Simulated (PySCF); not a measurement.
B3LYP has the VWN-RPA correlation part, as in Gaussian. 

Cartesian coordinates (Å):
```xyz
7

B     -1.7283    -0.1858     0.0539
B     -0.1627    -0.0172     0.0047
Si     1.6701     0.1797    -0.0522
H     -2.4590     0.7537    -0.0600
H     -2.2331    -1.2588     0.2067
H      2.5931    -0.9609     0.0859
H      2.3199     1.4892    -0.2390
```
Charge 0, spin multiplicity 1.

Question: Give the LUMO, HOMO, total energy, dipole moment and HOMO–LUMO gap at the level B3LYP-D3(BJ)/def2-TZVP in PySCF.

Answer: 
```yaml
LUMO: -2.73 eV
HOMO: -6.15 eV
total_energy: -341.5389 Ha
dipole_moment: 1.91 D
HOMO–LUMO gap: 3.42 eV
```
